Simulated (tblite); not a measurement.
Parent: `[CH2:1]=[C:2]([F:3])[CH2:4][Si@@H:5]([CH3:6])[SiH3:7]` with C1–C2–C4–Si5 106°, C2–C4–Si5–C6 -173°, C4H11FSi2.

Structures optimised with GFN2-xTB, isolated species. One conformer each, not checked by frequencies here.

```tsv
coordinate of the parent	value
C1=C2	1.321 Å
C2–F3	1.361 Å
C2–C4	1.476 Å
C4–Si5	1.932 Å
Si5–C6	1.906 Å
Si5–Si7	2.320 Å
C1–C2–F3	118.6°
C1–C2–C4	128.7°
F3–C2–C4	112.7°
C2–C4–Si5	110.2°
C4–Si5–C6	105.9°
C4–Si5–Si7	109.2°
C6–Si5–Si7	113.2°
```

Task: How does the shared frame change in `[CH2:1]=[C:2]([F:3])[CH2:4][Si@:5]([CH3:6])([SiH3:7])[CH2:8][C:9]#[N:10]` with C1–C2–C4–Si5 -112°, C2–C4–Si5–C6 67°, C4–Si5–C8–C9 63°, C6H12FNSi2? Atoms pair as C1 = C1, C2 = C2, F3 = F3, C4 = C4, Si5 = Si5, C6 = C6, Si7 = Si7 (parent first).

Result: 
```
    parent    relative  value in the relative  change
     C1=C2       C1=C2                1.320 Å  -0.001
     C2–F3       C2–F3                1.363 Å  +0.002
     C2–C4       C2–C4                1.478 Å  +0.002
    C4–Si5      C4–Si5                1.934 Å  +0.002
    Si5–C6      Si5–C6                1.912 Å  +0.006
   Si5–Si7     Si5–Si7                2.331 Å  +0.011
  C1–C2–F3    C1–C2–F3                 118.7°    +0.1
  C1–C2–C4    C1–C2–C4                 128.9°    +0.2
  F3–C2–C4    F3–C2–C4                 112.4°    -0.3
 C2–C4–Si5   C2–C4–Si5                 110.4°    +0.2
 C4–Si5–C6   C4–Si5–C6                 106.3°    +0.4
C4–Si5–Si7  C4–Si5–Si7                 112.9°    +3.7
C6–Si5–Si7  C6–Si5–Si7                 115.9°    +2.7
```

Of the parent's bonds, Si5–Si7 changes most (+0.011 Å). Bonds of the relative outside the shared frame: Si5–C8 1.943, C8–C9 1.425, C9≡N10 1.145 Å. Point group C1 → C1.

Task: How does the shared frame change in `[CH2:1]=[C:2]([F:3])[CH2:4][Si@@:5]([CH3:6])([SiH3:7])[NH:8][CH3:9]` with C1–C2–C4–Si5 -108°, C2–C4–Si5–C6 166°, C4–Si5–N8–C9 61°, C5H14FNSi2? Atoms pair as C1 = C1, C2 = C2, F3 = F3, C4 = C4, Si5 = Si5, C6 = C6, Si7 = Si7 (parent first).

Result: 
| parent | relative | value in the relative | change |
| --- | --- | --- | --- |
| C1=C2 | C1=C2 | 1.321 Å | 0.000 |
| C2–F3 | C2–F3 | 1.364 Å | +0.003 |
| C2–C4 | C2–C4 | 1.475 Å | -0.001 |
| C4–Si5 | C4–Si5 | 1.951 Å | +0.019 |
| Si5–C6 | Si5–C6 | 1.909 Å | +0.003 |
| Si5–Si7 | Si5–Si7 | 2.313 Å | -0.007 |
| C1–C2–F3 | C1–C2–F3 | 118.4° | -0.2 |
| C1–C2–C4 | C1–C2–C4 | 128.9° | +0.2 |
| F3–C2–C4 | F3–C2–C4 | 112.6° | -0.1 |
| C2–C4–Si5 | C2–C4–Si5 | 109.8° | -0.4 |
| C4–Si5–C6 | C4–Si5–C6 | 104.4° | -1.5 |
| C4–Si5–Si7 | C4–Si5–Si7 | 111.5° | +2.3 |
| C6–Si5–Si7 | C6–Si5–Si7 | 115.2° | +2.0 |

Of the parent's bonds, C4–Si5 changes most (+0.019 Å). Bonds of the relative outside the shared frame: Si5–N8 1.730, N8–C9 1.447 Å. Point group C1 → C1.

All values are computed, not measured.
